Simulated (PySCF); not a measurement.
C3H6BBr (SMILES C=CB(C)Br), singlet, geometry from GFN2-xTB; DF-B3LYP/def2-TZVPD (PySCF).

Here is a job for PySCF.
```python
from pyscf import gto, scf, dft

mol = gto.M(
    atom='''
B     0.23861867    0.40037231   -0.38262413
Br   -0.37764212   -0.52853109    1.14377344
C     0.72939133    1.88495244   -0.19598401
H     1.28190523    2.28278696   -1.04343327
H     1.35157906    2.00033066    0.69205054
H    -0.13067631    2.54041761   -0.03934291
C     0.19072213   -0.35230929   -1.73565209
C     0.48437322    0.17602514   -2.92386740
H    -0.12080738   -1.39334964   -1.72688379
H     0.42001622   -0.38867801   -3.84061700
H     0.79544407    1.20320937   -3.02770217
''',
    basis='def2-tzvpd',
    verbose=4,
    max_memory=1800,
)

mf = dft.RKS(mol)
mf.xc = 'b3lyp'
mf = mf.density_fit(auxbasis='def2-universal-jkfit')
mf.kernel()
```

Predict the main parts of the log of this PySCF run.


```
PySCF version 2.14.0

[INPUT] verbose = 4
[INPUT] num. atoms = 11
[INPUT] num. electrons = 64
[INPUT] charge = 0
[INPUT] spin (= nelec alpha-beta = 2S) = 0
[INPUT] symmetry False subgroup None
[INPUT] Mole.unit = angstrom
[INPUT] Symbol           X                Y                Z      unit          X                Y                Z       unit  Magmom
[INPUT]  1 B      0.238618670000   0.400372310000  -0.382624130000 AA    0.450923934508   0.756594013759  -0.723054814350 Bohr   0.0
[INPUT]  2 Br    -0.377642120000  -0.528531090000   1.143773440000 AA   -0.713640179900  -0.998779008418   2.161418550152 Bohr   0.0
[INPUT]  3 C      0.729391330000   1.884952440000  -0.195984010000 AA    1.378349851332   3.562043869431  -0.370356103694 Bohr   0.0
[INPUT]  4 H      1.281905230000   2.282786960000  -1.043433270000 AA    2.422449802348   4.313842155128  -1.971803109559 Bohr   0.0
[INPUT]  5 H      1.351579060000   2.000330660000   0.692050540000 AA    2.554114259097   3.780077105970   1.307785984957 Bohr   0.0
[INPUT]  6 H     -0.130676310000   2.540417610000  -0.039342910000 AA   -0.246942436869   4.800693524922  -0.074347324843 Bohr   0.0
[INPUT]  7 C      0.190722130000  -0.352309290000  -1.735652090000 AA    0.360412591594  -0.665768069240  -3.279907097629 Bohr   0.0
[INPUT]  8 C      0.484373220000   0.176025140000  -2.923867400000 AA    0.915332727874   0.332639305638  -5.525308610544 Bohr   0.0
[INPUT]  9 H     -0.120807380000  -1.393349640000  -1.726883790000 AA   -0.228292862026  -2.633049215361  -3.263337412051 Bohr   0.0
[INPUT] 10 H      0.420016220000  -0.388678010000  -3.840617000000 AA    0.793715623675  -0.734494989541  -7.257714279349 Bohr   0.0
[INPUT] 11 H      0.795444070000   1.203209370000  -3.027702170000 AA    1.503171439709   2.273736179810  -5.721527888051 Bohr   0.0

nuclear repulsion = 273.82473805037
number of shells = 101
number of NR pGTOs = 386
number of NR cGTOs = 259
basis = def2-tzvpd
ecp = {}

******** <class 'pyscf.df.df_jk.DFRKS'> ********
method = DFRKS
initial guess = minao
damping factor = 0
level_shift factor = 0
DIIS = <class 'pyscf.scf.diis.CDIIS'>
diis_start_cycle = 1
diis_space = 8
diis_damp = 0
SCF conv_tol = 1e-09
SCF conv_tol_grad = None
SCF max_cycles = 50
direct_scf = False
XC library pyscf.dft.libxc version 7.1.2
    S. Lehtola, C. Steigemann, M. J. T. Oliveira, and M. A. L. Marques,  SoftwareX 7, 1–5 (2018)
XC functionals = b3lyp
    P. J. Stephens, F. J. Devlin, C. F. Chabalowski, and M. J. Frisch,  J. Phys. Chem. 98, 11623 (1994)
radial grids:
    Treutler-Ahlrichs [JCP 102, 346 (1995); DOI:10.1063/1.469408] (M4) radial grids

becke partition: Becke, JCP 88, 2547 (1988); DOI:10.1063/1.454033
pruning grids: <function nwchem_prune>
grids dens level: 3
symmetrized grids: False
atomic radii adjust function: <function treutler_atomic_radii_adjust>
small_rho_cutoff = 0
Set gradient conv threshold to 3.16228e-05
Initial guess from minao.
tot grids = 135672
******** <class 'pyscf.df.df.DF'> ********
auxbasis = def2-universal-jkfit
init E= -2716.32574813626
  HOMO = -0.317321140782606  LUMO = -0.139541465202441  gap/eV = 4.83763
cycle= 1 E= -2716.99574673271  delta_E= -0.67  |g|= 0.532  |ddm|= 2.94
  HOMO = -0.23783730172971  LUMO = -0.0428326525460356  gap/eV = 5.30635
cycle= 2 E= -2716.97550067356  delta_E= 0.0202  |g|= 0.567  |ddm|= 1.29
  HOMO = -0.277662010398292  LUMO = -0.0831603330080846  gap/eV = 5.29266
cycle= 3 E= -2717.05017410221  delta_E= -0.0747  |g|= 0.0882  |ddm|= 0.671
  HOMO = -0.283472575359419  LUMO = -0.0776638752167891  gap/eV = 5.60034
cycle= 4 E= -2717.05189916256  delta_E= -0.00173  |g|= 0.0437  |ddm|= 0.117
  HOMO = -0.284420428580085  LUMO = -0.0783385953193054  gap/eV = 5.60777
cycle= 5 E= -2717.05238018264  delta_E= -0.000481  |g|= 0.0102  |ddm|= 0.044
  HOMO = -0.283005875942554  LUMO = -0.07859683021384  gap/eV = 5.56225
cycle= 6 E= -2717.05240384726  delta_E= -2.37e-05  |g|= 0.005  |ddm|= 0.0136
  HOMO = -0.283374837133028  LUMO = -0.078357346333302  gap/eV = 5.57881
cycle= 7 E= -2717.05240990705  delta_E= -6.06e-06  |g|= 0.000281  |ddm|= 0.00442
  HOMO = -0.283415497911776  LUMO = -0.0783915318347823  gap/eV = 5.57899
cycle= 8 E= -2717.05240992508  delta_E= -1.8e-08  |g|= 0.000146  |ddm|= 0.000681
  HOMO = -0.283393534326428  LUMO = -0.0783826747624481  gap/eV = 5.57863
cycle= 9 E= -2717.05240993028  delta_E= -5.2e-09  |g|= 2.46e-05  |ddm|= 0.000191
  HOMO = -0.283394226593981  LUMO = -0.0783817570095238  gap/eV = 5.57867
cycle= 10 E= -2717.05240993041  delta_E= -1.34e-10  |g|= 8.41e-06  |ddm|= 4.52e-05
  HOMO = -0.283395302469582  LUMO = -0.0783828457127349  gap/eV = 5.57867
Extra cycle  E= -2717.05240993041  delta_E= -4.55e-12  |g|= 1.03e-05  |ddm|= 2.13e-05
converged SCF energy = -2717.05240993041
```
